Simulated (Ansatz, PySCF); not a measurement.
Reaction (SMILES): S (H2S) → [SH] (HS) + H atom (the H-S bond at the site shown breaks; other sites are not compared here)
Geometries: B3LYP-D3(BJ)/def2-TZVP minima from Ansatz (a first-principles code).

Property: bond dissociation energy (enthalpy at 298 K, with B3LYP-D3(BJ) rigid-rotor harmonic-oscillator terms from PySCF), in kcal/mol. Correlated levels leave the core frozen unless marked. UHF or UKS for open shells. No spin-orbit coupling. Non-relativistic unless marked X2C. Basis-set limits of correlation are two-point, X^-3; Hartree-Fock from the larger set (for Q and 5 zeta extrapolated as (X+1)exp(-9√X)).

| level | program | bond dissociation energy (kcal/mol) |
|---|---|---|
| BHLYP-D4/def2-TZVPD | Ansatz + dftd4 | 87.3 |
| X2C-CCSD(T)/cc-pVTZ-DK | Ansatz | ? |
| CCSD(T)/CBS(cc-pV(Q+d)Z,cc-pV(5+d)Z) | Ansatz | ? |

What belongs in the gaps?


- X2C-CCSD(T)/cc-pVTZ-DK, bond dissociation energy (kcal/mol): 88.5
- CCSD(T)/CBS(cc-pV(Q+d)Z,cc-pV(5+d)Z), bond dissociation energy (kcal/mol): 91.6
